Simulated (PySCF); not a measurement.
**`C(=C/C=C/C=C/C=C)\Cl`, C8H9Cl**

Geometry:
| atom | x (Å) | y (Å) | z (Å) |
| --- | --- | --- | --- |
| C1 | -4.165 | -0.972 | 0.311 |
| C2 | -3.135 | -0.194 | -0.021 |
| C3 | -1.761 | -0.582 | 0.132 |
| C4 | -0.718 | 0.203 | -0.203 |
| C5 | 0.648 | -0.184 | -0.050 |
| C6 | 1.693 | 0.601 | -0.386 |
| C7 | 3.060 | 0.206 | -0.230 |
| C8 | 4.086 | 0.992 | -0.566 |
| Cl9 | 5.722 | 0.514 | -0.376 |
| H10 | -4.017 | -1.958 | 0.721 |
| H11 | -5.185 | -0.653 | 0.184 |
| H12 | -3.313 | 0.792 | -0.431 |
| H13 | -1.579 | -1.567 | 0.542 |
| H14 | -0.903 | 1.188 | -0.614 |
| H15 | 0.834 | -1.168 | 0.360 |
| H16 | 1.512 | 1.585 | -0.797 |
| H17 | 3.247 | -0.777 | 0.181 |
| H18 | 3.966 | 1.981 | -0.980 |

Level of theory: quadratic response CAM-B3LYP/def2-SVPD first hyperpolarisability, Taylor convention, gas phase (PySCF). Geometry: GFN2-xTB.

(1) Give the tensor of the second harmonic β(−2ω;ω,ω) at 1907 nm in the axes of these coordinates.

## Answers

(1) In au, Taylor convention; rows are the first index (the induced dipole):
|  | xx | yy | zz | xy | xz | yz |
| --- | --- | --- | --- | --- | --- | --- |
| x | +795.3 | +20.5 | +22.9 | +100.3 | -46.9 | +0.3 |
| y | +104.9 | +18.5 | +7.7 | +20.7 | -0.2 | -0.5 |
| z | -48.8 | -0.6 | -10.9 | -0.2 | +22.0 | +7.3 |

Norm of βᵢ = ⅓ Σⱼ (βᵢⱼⱼ + βⱼᵢⱼ + βⱼⱼᵢ): 850.0 au, hyper-Rayleigh value 345.4 au.
